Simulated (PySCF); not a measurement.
C4H9BrGe, singlet, geometry from GFN2-xTB; PySCF with CASSCF(4,3)/STO-3G.

The PySCF input:
```python
from pyscf import gto, scf, mcscf
import numpy

mol = gto.M(
    atom='''
C     2.663426   -0.397850   -0.640461
C     1.552828   -0.430695   -1.355288
Ge   -0.264992   -0.105165   -0.651412
C    -1.119871    1.518318   -1.428350
C    -1.444588   -1.706183   -0.775686
Br   -0.012988    0.326582    1.607024
H     2.652815   -0.182583    0.417788
H     3.634451   -0.583601   -1.075058
H     1.599482   -0.649698   -2.414061
H    -2.089196    1.692656   -0.967411
H    -1.264011    1.391357   -2.497079
H    -0.498844    2.395635   -1.265665
H    -2.410738   -1.500310   -0.321130
H    -1.603069   -1.975551   -1.815590
H    -0.997341   -2.554523   -0.263714
''',
    basis='sto-3g',
    charge=0,
    spin=0,
    verbose=4,
)

mf = scf.RHF(mol)
mf.kernel()
mc = mcscf.CASSCF(mf, 3, 4)
mc.kernel()
occ = numpy.linalg.eigvalsh(mc.fcisolver.make_rdm1(mc.ci, mc.ncas, mc.nelecas))[::-1]
ss = mc.fcisolver.spin_square(mc.ci, mc.ncas, mc.nelecas)[0]
print('natural occupations', occ.round(4), ' <S^2>', round(ss, 4))
```

The log (banner, timings and long lists left out):

```
PySCF version 2.14.0

[INPUT] verbose = 4
[INPUT] num. atoms = 15
[INPUT] num. electrons = 100
[INPUT] charge = 0
[INPUT] spin (= nelec alpha-beta = 2S) = 0
[INPUT] symmetry False subgroup None
[INPUT] Mole.unit = angstrom
[INPUT] Symbol           X                Y                Z      unit          X                Y                Z       unit  Magmom
[...]
nuclear repulsion = 767.001508493812
number of shells = 37
number of NR pGTOs = 195
number of NR cGTOs = 65
basis = sto-3g
ecp = {}

******** <class 'pyscf.scf.hf.RHF'> ********
method = RHF
initial guess = minao
damping factor = 0
level_shift factor = 0
DIIS = <class 'pyscf.scf.diis.CDIIS'>
diis_start_cycle = 1
diis_space = 8
diis_damp = 0
SCF conv_tol = 1e-09
SCF conv_tol_grad = None
SCF max_cycles = 50
direct_scf = True
direct_scf_tol = 1e-13
Set gradient conv threshold to 3.16228e-05
Initial guess from minao.
init E= -4745.32975945145
[...]
cycle= 1 E= -4751.20976245002  delta_E= -5.88  |g|= 0.524  |ddm|= 4.48
[...]
cycle= 2 E= -4751.33930740617  delta_E= -0.13  |g|= 0.125  |ddm|=  1.1
[...]
cycle= 3 E= -4751.34614765911  delta_E= -0.00684  |g|= 0.0497  |ddm|= 0.272
[...]
cycle= 4 E= -4751.34719029202  delta_E= -0.00104  |g|= 0.0147  |ddm|= 0.0866
[...]
cycle= 5 E= -4751.34728811082  delta_E= -9.78e-05  |g|= 0.00304  |ddm|= 0.0294
[...]
cycle= 6 E= -4751.34729519099  delta_E= -7.08e-06  |g|= 0.00113  |ddm|= 0.00822
[...]
cycle= 7 E= -4751.34729596128  delta_E= -7.7e-07  |g|= 0.000275  |ddm|= 0.00278
[...]
cycle= 8 E= -4751.3472960105  delta_E= -4.92e-08  |g|= 6.12e-05  |ddm|= 0.000739
[...]
cycle= 9 E= -4751.34729601275  delta_E= -2.25e-09  |g|= 7.78e-06  |ddm|= 0.00017
[...]
cycle= 10 E= -4751.34729601276  delta_E= -1.64e-11  |g|= 1.59e-06  |ddm|= 2.18e-05
[...]
Extra cycle  E= -4751.34729601278  delta_E= -2.18e-11  |g|= 6.28e-07  |ddm|= 3.28e-06
converged SCF energy = -4751.34729601278

******** <class 'pyscf.mcscf.mc1step.CASSCF'> ********
CAS (2e+2e, 3o), ncore = 48, nvir = 14
max_cycle_macro = 50
max_cycle_micro = 4
conv_tol = 1e-07
conv_tol_grad = None
orbital rotation max_stepsize = 0.02
orbital rotation threshold for CI restart = 0.01
augmented hessian ah_max_cycle = 30
augmented hessian ah_conv_tol = 1e-12
augmented hessian ah_linear dependence = 1e-14
augmented hessian ah_level shift = 1e-08
augmented hessian ah_start_tol = 2.5
augmented hessian ah_start_cycle = 3
augmented hessian ah_grad_trust_region = 3
kf_trust_region = 3
kf_interval = 4
ci_response_space = 4
ci_grad_trust_region = 3
with_dep4 0
natorb = False
canonicalization = True
sorting_mo_energy = False
ao2mo_level = 2
internal_rotation = False
******** <class 'pyscf.fci.direct_spin1.FCISolver'> ********
max. cycles = 50
conv_tol = 1e-08
davidson only = False
linear dependence = 1e-12
level shift = 0.001
max iter space = 12
nroots = 1
pspace_size = 400
spin = None
CASCI E = -4751.34730726433  S^2 = 0.0000000
Set conv_tol_grad to 0.000316228
macro iter   1 (  7 JK    2 micro), CASSCF E = -4751.34731043427  dE = -3.16993828e-06  S^2 = 0.0000000
               |grad[o]|=0.000104  |grad[c]|=0.00166  |ddm|=0.000351  |maxRot[o]|=0.0487
macro iter   2 (  6 JK    1 micro), CASSCF E = -4751.34733003390  dE = -1.95996272e-05  S^2 = 0.0000000
               |grad[o]|=0.000111  |grad[c]|=0.0045  |ddm|=0.000173  |maxRot[o]|=0.0586
macro iter   3 (  7 JK    2 micro), CASSCF E = -4751.34738899422  dE = -5.89603196e-05  S^2 = 0.0000000
               |grad[o]|=0.000247  |grad[c]|=0.00144  |ddm|=0.000282  |maxRot[o]|=0.0699
macro iter   4 (  7 JK    2 micro), CASSCF E = -4751.34752082778  dE = -1.31833567e-04  S^2 = 0.0000000
               |grad[o]|=0.000605  |grad[c]|=0.00136  |ddm|=0.000412  |maxRot[o]|=0.0699
macro iter   5 (  7 JK    2 micro), CASSCF E = -4751.34777938391  dE = -2.58556123e-04  S^2 = 0.0000000
               |grad[o]|=0.00126  |grad[c]|=0.00144  |ddm|=0.000644  |maxRot[o]|=0.0699
macro iter   6 ( 21 JK    4 micro), CASSCF E = -4751.35302555647  dE = -5.24617257e-03  S^2 = 0.0000000
[...]
macro iter  21 (  7 JK    2 micro), CASSCF E = -4751.38912510153  dE = -3.66189397e-06  S^2 = 0.0000000
               |grad[o]|=0.00025  |grad[c]|=0.00255  |ddm|=1.2e-05  |maxRot[o]|=0.0482
macro iter  22 (  7 JK    2 micro), CASSCF E = -4751.38913154059  dE = -6.43905605e-06  S^2 = 0.0000000
               |grad[o]|=0.000315  |grad[c]|=0.00238  |ddm|=2.42e-05  |maxRot[o]|=0.0699
macro iter  23 (  7 JK    2 micro), CASSCF E = -4751.38914144855  dE = -9.90796343e-06  S^2 = 0.0000000
               |grad[o]|=0.000325  |grad[c]|=0.00232  |ddm|=3.67e-05  |maxRot[o]|=0.0699
macro iter  24 (  7 JK    2 micro), CASSCF E = -4751.38915623015  dE = -1.47815972e-05  S^2 = 0.0000000
               |grad[o]|=0.000333  |grad[c]|=0.00242  |ddm|=5.45e-05  |maxRot[o]|=0.0699
macro iter  25 (  7 JK    2 micro), CASSCF E = -4751.38917647546  dE = -2.02453057e-05  S^2 = 0.0000000
               |grad[o]|=0.000346  |grad[c]|=0.00247  |ddm|=7.55e-05  |maxRot[o]|=0.0699
macro iter  26 (  7 JK    2 micro), CASSCF E = -4751.38920231313  dE = -2.58376758e-05  S^2 = 0.0000000
               |grad[o]|=0.000368  |grad[c]|=0.00249  |ddm|=9.76e-05  |maxRot[o]|=0.0699
macro iter  27 (  7 JK    2 micro), CASSCF E = -4751.38923367637  dE = -3.13632372e-05  S^2 = 0.0000000
               |grad[o]|=0.000394  |grad[c]|=0.00252  |ddm|=0.00012  |maxRot[o]|=0.0699
macro iter  28 (  7 JK    2 micro), CASSCF E = -4751.38927008251  dE = -3.64061370e-05  S^2 = 0.0000000
               |grad[o]|=0.000422  |grad[c]|=0.00255  |ddm|=0.00014  |maxRot[o]|=0.0699
macro iter  29 (  7 JK    2 micro), CASSCF E = -4751.38931042539  dE = -4.03428794e-05  S^2 = 0.0000000
               |grad[o]|=0.000447  |grad[c]|=0.00255  |ddm|=0.000156  |maxRot[o]|=0.0699
macro iter  30 (  7 JK    2 micro), CASSCF E = -4751.38935321953  dE = -4.27941441e-05  S^2 = 0.0000000
               |grad[o]|=0.000464  |grad[c]|=0.00252  |ddm|=0.000166  |maxRot[o]|=0.0699
macro iter  31 (  7 JK    2 micro), CASSCF E = -4751.38939667780  dE = -4.34582726e-05  S^2 = 0.0000000
               |grad[o]|=0.000469  |grad[c]|=0.00246  |ddm|=0.00017  |maxRot[o]|=0.0699
macro iter  32 (  7 JK    2 micro), CASSCF E = -4751.38943881335  dE = -4.21355517e-05  S^2 = 0.0000000
               |grad[o]|=0.000457  |grad[c]|=0.00238  |ddm|=0.000165  |maxRot[o]|=0.0699
macro iter  33 (  7 JK    2 micro), CASSCF E = -4751.38947751344  dE = -3.87000900e-05  S^2 = 0.0000000
               |grad[o]|=0.000427  |grad[c]|=0.0023  |ddm|=0.000154  |maxRot[o]|=0.0699
macro iter  34 (  7 JK    2 micro), CASSCF E = -4751.38951067649  dE = -3.31630445e-05  S^2 = 0.0000000
               |grad[o]|=0.000379  |grad[c]|=0.00225  |ddm|=0.000143  |maxRot[o]|=0.0699
macro iter  35 (  7 JK    2 micro), CASSCF E = -4751.38953638165  dE = -2.57051652e-05  S^2 = 0.0000000
               |grad[o]|=0.000314  |grad[c]|=0.00223  |ddm|=0.000146  |maxRot[o]|=0.0699
macro iter  36 (  7 JK    2 micro), CASSCF E = -4751.38955304579  dE = -1.66641348e-05  S^2 = 0.0000000
               |grad[o]|=0.000236  |grad[c]|=0.00227  |ddm|=0.000145  |maxRot[o]|=0.0699
macro iter  37 (  5 JK    1 micro), CASSCF E = -4751.38955928065  dE = -6.23486358e-06  S^2 = 0.0000000
               |grad[o]|=0.000155  |grad[c]|=0.00174  |ddm|=0.000177  |maxRot[o]|=0.0599
macro iter  38 (  3 JK    1 micro), CASSCF E = -4751.38955963075  dE = -3.50100891e-07  S^2 = 0.0000000
               |grad[o]|=8.54e-05  |grad[c]|=0.000168  |ddm|=7.8e-05  |maxRot[o]|=0.0177
macro iter  39 (  4 JK    1 micro), CASSCF E = -4751.38955963146  dE = -7.02129910e-10  S^2 = 0.0000000
               |grad[o]|=3.1e-05  |grad[c]|=6.6e-06  |ddm|=1.2e-05  |maxRot[o]|=0.000463
1-step CASSCF converged in  39 macro (326 JK  84 micro) steps
CASSCF canonicalization
Density matrix diagonal elements [1.99947154 1.88555883 0.11496962]
CASSCF energy = -4751.38955963146
CASCI E = -4751.38955963146  E(CI) = -4.80833992446060  S^2 = 0.0000000
natural occupations [1.9995 1.8856 0.115 ]  <S^2> 0.0
```
